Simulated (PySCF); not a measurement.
Two-component Hartree-Fock for Ta⁵⁶⁺ (tantalum, charge +56)

Start: [Ne] 3s2 3p5; 3p1/2 filled at m_j = +1/2; 3p3/2 filled at m_j = -3/2, -1/2, +1/2, +3/2. Calculated with PySCF 2.14 in an uncontracted even-tempered set (18 s from 16 bohr⁻², ratio 2.4; 14 p from 21 bohr⁻², ratio 2.4; 4 d from 77 bohr⁻², ratio 2.6; 4 f from 120 bohr⁻², ratio 2.6): generalised Hartree-Fock with the X2C-1e Hamiltonian and a Gaussian nucleus; one run each with spin-orbit coupling (SO) screened by Boettger's factors, then bare. This is a chosen level, not necessarily the ground level.

```tsv
spinor shell	electrons	ε, screened SO (eV)	ε, bare SO (eV)	weight of nominal j (bare SO)	rms radius, bare SO (bohr)
1s1/2	2	-71932.9	-71932.0	1.000	0.0211
2s1/2	2	-15801.2	-15801.1	1.000	0.0843
2p1/2	2	-15289.7	-15320.7	1.000	0.0715
2p3/2	4	-13997.2	-13987.3	1.000	0.0786
3s1/2	2	-6198.1	-6198.1	1.000	0.204
3p1/2	1	-6007.1	-6015.0	1.000	0.193
3p3/2	4	-5664.9	-5662.3	1.000	0.205
```

```
   quantity   screened SO       bare SO
E (hartree)  -12340.89187  -12341.64946
        M_J           1/2           1/2
       ⟨J²⟩         0.750         0.750
       ⟨L²⟩         2.037         2.039
       ⟨S²⟩         0.786         0.789
```

Each row is a mean over spinors that exchange with the open shell spreads, by up to 20.474 eV (2p1/2).

Breit and QED terms are absent; they matter most for the inner s and p1/2 levels.

Densities and radii are taken from the X2C orbitals without a picture-change correction, which distorts them close to the nucleus.
